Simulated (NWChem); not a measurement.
System: ZnH$_{2}$SeO; SMILES [OH][Zn][SeH]

NWChem input:

```
start job
memory heap 200 mb stack 900 mb global 1100 mb
geometry units angstroms noautoz
  Zn    -0.018669     0.874089     0.003463
  O     -0.221929     2.619197    -0.247546
  H      0.024462     3.171971     0.500588
  Se     0.173958    -1.389335     0.194294
  H      1.540144    -1.346369    -0.354931
end
basis spherical
  * library def2-svpd
end
dft
  xc xpbe96 cpbe96
  iterations 150
end
tddft
  cis
  nroots 6
  notriplet
end
task tddft energy
```

Structure relaxed at the PBE0/def2-SVP level.

Vertical excitations in the gas phase.

### Question
Give the results of this calculation. (PBE/def2-SVPD, TDA.) Quantities: lowest excitation, singlet (eV); oscillator strength of that lowest state; lowest state with f > 0.02, singlet (eV); oscillator strength of that bright state; orbital gap (eV).

### Answer
```yaml
lowest excitation, singlet (eV): 4.17
oscillator_strength_of_that_lowest_state: 0.029
lowest state with f > 0.02, singlet (eV): 4.17
oscillator_strength_of_that_bright_state: 0.029
orbital gap (eV): 4.02
```
